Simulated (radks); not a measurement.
The numbers below are computed, except where a source is named.
All-electron atom: V VI in [Ar]. Code: a radial shooting solver on a logarithmic mesh with Libxc functionals. Model: Dirac Kohn-Sham, PBE, spin-unpolarised, spherical densities, point nucleus.

Unscreened Slater integrals over Kohn-Sham orbitals (hartree). Large and small components are both included.

\begin{tabular}{lr}
integral & value \\ \hline
F0(3p3/2,3p3/2) & 0.95396 \\
F2(3p3/2,3p3/2) & 0.48353 \\
F0(3p3/2,3p1/2) & 0.95718 \\
G2(3p3/2,3p1/2) & 0.48483 \\
F0(3p3/2,3s1/2) & 0.97270 \\
G1(3p3/2,3s1/2) & 0.64897 \\
F0(3p3/2,2p3/2) & 1.2866 \\
F2(3p3/2,2p3/2) & 0.26349 \\
G0(3p3/2,2p3/2) & 0.10475 \\
G2(3p3/2,2p3/2) & 0.10925 \\
F0(3p1/2,3p1/2) & 0.96045 \\
F0(3p1/2,3s1/2) & 0.97609 \\
G1(3p1/2,3s1/2) & 0.65081 \\
F0(3p1/2,2p3/2) & 1.2945 \\
G2(3p1/2,2p3/2) & 0.10931 \\
F0(3s1/2,3s1/2) & 0.99326 \\
F0(3s1/2,2p3/2) & 1.3145 \\
G1(3s1/2,2p3/2) & 0.11173 \\
F0(2p3/2,2p3/2) & 3.3257 \\
F2(2p3/2,2p3/2) & 1.5624 \\
\end{tabular}
